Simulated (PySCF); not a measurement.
Bond length, frequency and bond energy of LiI⁻ by level of theory

State: ²Σ⁺ (doublet), unpaired electrons σ ↑. Set-up: basis Li def2-SVPD, I def2-SVPD with ECP28; scalar-relativistic core potentials; PySCF 2.14. De refers to Li + I⁻ in their ground configurations, without counterpoise correction. The functionals are run spin-unrestricted. A positive dipole points towards I; it is taken about the centre of mass and depends on that origin.

```csv
Level,Re (Å),ωe (cm⁻¹),De (eV),μ (D)
UHF,2.619,337,n/a,8.55
UHF-MP2,2.613,335,1.21,n/a
UHF-SCS-MP2,2.618,333,1.20,n/a
UHF-CCSD,2.612,336,1.22,n/a
UHF-CCSD(T),2.614,334,1.23,n/a
PBE,2.571,344,1.26,8.05
revPBE,2.596,334,1.20,8.16
PW91,2.570,344,1.27,7.95
r²SCAN,2.582,344,1.28,8.18
PBE0,2.564,351,1.27,8.25
M06-2X,2.558,355,1.25,7.85
```

The bond length runs from 2.558 Å (M06-2X) to 2.619 Å (UHF). De spans 1.20 eV (UHF-SCS-MP2, perturbation theory) to 1.28 eV (r²SCAN, meta-GGA).

Correlated steps freeze 4 core orbitals. Correlated levels converge slowly with the basis: in double zeta they bind strong bonds too weakly, by up to about 1 eV, and carry superposition errors of some tenths. Spin–orbit coupling is left out. For an ion De counts to the pair picked by the measured ionisation energies or electron affinities, which need not be the lowest pair at this level. Counting both spins, an empty level lies below a filled one in some of these solutions, because spin and occupation are held. The highest Kohn–Sham level is positive in this anion. Much of that is self-interaction error, but it also means that the finite basis helps to hold the extra electron. The state is the lowest determinant that a PBE0 search found; another state may lie lower at other levels.

The whole job (state search and all levels along the bond) took about 2.8 min on 1 thread of Intel Xeon Platinum 8488C (shared host), peak memory 0.54 GiB.
